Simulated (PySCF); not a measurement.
## Ionisation energy of Ne⁺ by level of theory

Ne⁺ [He] 2s2 2p5 (2P) → Ne²⁺ [He] 2s2 2p4 (3P), as a difference of total energies. Computed with PySCF 2.14 in dyall-av3z, with no relativity, point nucleus. Correlated levels: valence: 1s2 frozen; virtual orbitals above 40 to 60 times the deepest correlated orbital energy dropped. The calculations carry no spin-orbit coupling.

| method | ionisation energy (eV) | error (eV) |
| --- | --- | --- |
| UHF | 39.272 | -1.691 |
| LDA | 41.450 | +0.487 |
| PBE | 41.148 | +0.185 |
| PBE0 | 41.010 | +0.047 |
| r2SCAN | 41.143 | +0.180 |
| wB97X | 40.944 | -0.019 |
| B97-3 | 41.142 | +0.179 |
| PBEsol | 41.042 | +0.079 |
| CAM-B3LYP | 41.277 | +0.314 |
| MP2 (valence) | 40.793 | -0.170 |
| SCS-MP2 (valence) | 40.790 | -0.173 |

Reference: 40.963 eV (measured; NIST Atomic Spectra Database, ionization energies).

Errors of the correlated levels include the incompleteness of this basis and the frozen core.
